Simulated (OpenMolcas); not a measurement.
Tl⁺: effect of the IPEA shift

```
Program             : OpenMolcas 26.06
Basis               : ANO-RCC-VTZP [8s7p5d3f2g]
Scalar Hamiltonian  : DKH2, point nucleus
Active space        : 2 electrons in 8 orbitals (6s 6p 7s 7p)
State averaging     : 2S+1 = 3 even, 3 roots; 2S+1 = 1 even, 7 roots; 2S+1 = 3 odd, 3 roots; 2S+1 = 1 odd, 3 roots
Spin-orbit coupling : state interaction with AMFI integrals over the reference wave functions, term energies averaged over their components
```

Methods on the same reference wave functions:
A. CASSCF
B. MS-CASPT2, IPEA 0 Eh, imaginary shift 0.1 Eh (closed shells correlated: 5d)
C. MS-CASPT2, IPEA 0.25 Eh, imaginary shift 0.1 Eh (closed shells correlated: 5d)

Energies in cm-1 above 6s2 1S0, the measured ground level; measured values from NIST Handbook of Basic Atomic Spectroscopic Data.

| Level | A | B | C | Measured |
| --- | --- | --- | --- | --- |
| 6s2 1S0 | 0.0 | 0.0 | 0.0 | 0.0 |
| 6s 6p 3P* 0 | 44725 | 50190 | 50350 | 49451 |
| 6s 6p 3P* 1 | 47489 | 52770 | 52940 | 52394 |
| 6s 6p 3P* 2 | 54349 | 59810 | 59970 | 61728 |
| 6s 6p 1P* 1 | 76283 | 73520 | 73980 | 75663 |
| 6p2 3P0 | 116906 | 122760 | 123080 |  |

Deviations, from unrounded energies. A percentage is the sum of absolute deviations over the sum of measured energies, with the sign that they share, or ± where signs differ.

| Against measurement | Levels | A | B | C |
| --- | --- | --- | --- | --- |
| mean absolute deviation (cm-1) | 4 | 4400 | 1300 | 1200 |
| other configurations (%) | 4 | ±7.4 | ±2.2 | ±2.0 |

C lies closest to measurement on these levels and A furthest from it. The largest miss of C in the table is 6s 6p 3P* 2, by -1800 cm-1. The ranking rests on the paired levels alone, and a cruder setting can come out closer through cancelling errors.

Between B and C the level of the table that moves most is 6s 6p 1P* 1, by 470 cm-1 (lowest in B, highest in C). Moves below CASPT2's spread within the term are not significant.

The lowest spin-free term lies below A's lowest term by 0.404 hartree in B, 0.402 hartree in C.

Over all roots computed the reference weight is 0.85 to 0.92 in B, 0.86 to 0.93 in C; the roots of lowest weight are the least certain, and an intruder state may touch them. The run also gave levels led by 6s 7s, which use shells meant for correlation; these and all levels above them are left out. The ¹D term of p² mixes with s d, which this space lacks. Spin-orbit splittings of 6p shells tend to come out small when the coupling is added on scalar orbitals. Measured partners are found by configuration, term and J. A level has none where our copy of the source lacks it or the pairing is in doubt (some pairs that miss far off the trend of their configuration count as doubtful), and it then counts in no deviation. Only configurations of the active space appear. The table leaves out levels that lie high or whose names do not pair safely across all columns.

* marks odd parity.
